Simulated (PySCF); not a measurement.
SMILES Nc1cc[c]cc1 (C6H6N), doublet, B3LYP/def2-SVP optimised geometry.

```
13

N      1.41     1.89     0.05
C      0.71     0.69     0.00
C      1.41    -0.54     0.00
C      0.71    -1.76     0.01
C     -0.67    -1.71     0.01
C     -1.41    -0.54     0.01
C     -0.70     0.67     0.00
H      2.36     1.87    -0.28
H      0.90     2.71    -0.28
H      2.50    -0.54     0.00
H      1.26    -2.71     0.00
H     -2.50    -0.54     0.01
H     -1.25     1.62     0.01
```

Density from unrestricted B3LYP/def2-TZVP run with PySCF at that geometry.

Minimum of the electron density along straight lines between bonded atoms, close to the bond critical point (lines longer than 1.1 times the sum of covalent radii, or with two minima, are not listed):

| bond | length / Å | ρ at the minimum / e bohr⁻³ | ∇²ρ there / e bohr⁻⁵ | position (fraction from the first atom) |
|---|---|---|---|---|
| N1–C2 | 1.392 | 0.308 | -0.96 | 0.61 |
| C2–C3 | 1.411 | 0.309 | -0.89 | 0.51 |
| C3–C4 | 1.403 | 0.308 | -0.87 | 0.50 |
| C4–C5 | 1.380 | 0.322 | -0.94 | 0.50 |
| C5–C6 | 1.380 | 0.322 | -0.94 | 0.50 |
| C2–C7 | 1.411 | 0.309 | -0.89 | 0.51 |
| C6–C7 | 1.403 | 0.308 | -0.87 | 0.50 |
| N1–H8 | 1.014 | 0.338 | -1.65 | 0.74 |
| N1–H9 | 1.014 | 0.338 | -1.65 | 0.74 |
| C3–H10 | 1.095 | 0.278 | -0.96 | 0.64 |
| C4–H11 | 1.094 | 0.280 | -0.99 | 0.65 |
| C6–H12 | 1.094 | 0.280 | -0.99 | 0.65 |
| C7–H13 | 1.095 | 0.278 | -0.96 | 0.64 |
